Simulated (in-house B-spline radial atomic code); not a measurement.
Ionising Xe²⁴⁺ with different functionals

Computed with a radial B-spline atomic code at the basis-set limit: scalar-relativistic (spin-free X2C) Hamiltonian, Fermi nucleus of rms radius 4.7859 fm, spin-polarised at highest spin, spherical fractional occupations for the functionals, the average over the highest-spin determinants for Hartree-Fock. The ionisation energy is the difference of two self-consistent energies, [Ar] 3d10 4s2 → [Ar] 3d10 4s1, without Breit or QED terms; ε is the level of the shell that loses the electron (its least bound occupied spin orbital). There is no spin-orbit coupling in this Hamiltonian.

```csv
method,rung,ΔSCF (eV),-ε(4s) (eV)
Hartree-Fock,Hartree-Fock,818.32,818.56
LDA VWN5,LDA,823.91,807.65
PBE,GGA,?,?
RPBE,GGA,823.27,806.33
TPSS,meta-GGA,822.42,806.40
B97-1,global hybrid,822.90,809.36
HSE06,range-separated hybrid,?,?
```

Question: What does PBE give?

Answer: ΔSCF 823.78 eV, and -ε(4s) = 806.97 eV.

Question: What does HSE06 give?

Answer: ΔSCF 822.83 eV, and -ε(4s) = 810.17 eV.

Question: Among the functionals, which spreads more, the ΔSCF values or the orbital energies?

Answer: The orbital energies: ΔSCF values span about 1.49 eV and the orbital energies 3.84 eV.

Question: How do they compare with the NIST value?

Answer: NIST lists 818 eV ± 4 (tabulated theory, ground level to ground level). Errors run from +0.32 to +5.91 eV; all lie within about twice that uncertainty, so the table can't rank the methods. Hartree-Fock also lacks correlation.
